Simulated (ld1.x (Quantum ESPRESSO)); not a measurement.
## Configuration tests for zinc (Zn) (TM)

```json
{
  "Element": "Zn (Z = 30)",
  "Generator": "ld1.x (Quantum ESPRESSO) 7.5",
  "Type": "norm-conserving Troullier–Martins (Kleinman–Bylander form)",
  "Functional": "PBE",
  "Relativity": "fully relativistic",
  "Frozen core": "[Ar]",
  "Valence charge": "12",
  "Reference configuration": "3d10 4s1 4p0 (charge +1)",
  "Partial waves": "4s (bound): rc 1.40 bohr; 4p (bound, empty): rc 1.70 bohr; 3d (bound): rc 1.00 bohr",
  "Local potential": "the d channel",
  "Core correction": "a·sin(br)/r model core inside 0.45 bohr"
}
```

Open shells are filled in proportion to 2j + 1 (rel_dist='average').

Energies are relative to the spin-unpolarised reference configuration 3d10 4s1 4p0; without spin polarisation the order of configurations can differ from experiment. The d channel is local and has no spin–orbit splitting in the pseudo-atom.

```csv
valence configuration,charge,ΔE all-electron (eV),error AE − PS (meV)
3d10 4s2 4p0,0,-9.888,-2.9
3d9 4s0 4p0,+3,58.977,-162
3d10 4s0 4p2,0,0.667,-0.4
3d8 4s0 4p0,+4,120.790,-996
3d10 4s1 4p1,0,-4.803,-1.0
```

Task: What are ΔE and the potential's error for 3d10 4s0 4p0?

Result: ΔE = 18.443 eV all-electron; the error (AE − PS) is -11 meV.

Task: What are ΔE and the potential's error for 3d10 4s1.5 4p0?

Result: ΔE = -5.948 eV all-electron; the error (AE − PS) is -1.1 meV.

Levels in the configuration 3d10 4s0 4p0:

| level | all-electron (eV) | pseudo (eV) |
| --- | --- | --- |
| 3d j=3/2 | -31.072 | -30.813 |
| 3d j=5/2 | -30.709 | -30.813 |

These tests converged, but a pseudo level misses the all-electron one widely, so the file describes the atom poorly there or has found another state: 3d8 4s0 4p0: empty 4p by 10.7 eV (a node warning on the way).

Note: ghost states, extra bound levels that the all-electron valence spectrum of the same l lacks: s at -355.5 eV, p1/2 at -176.9 eV, p3/2 at -174.1 eV. A true bound ghost makes a file unfit for plane-wave use.
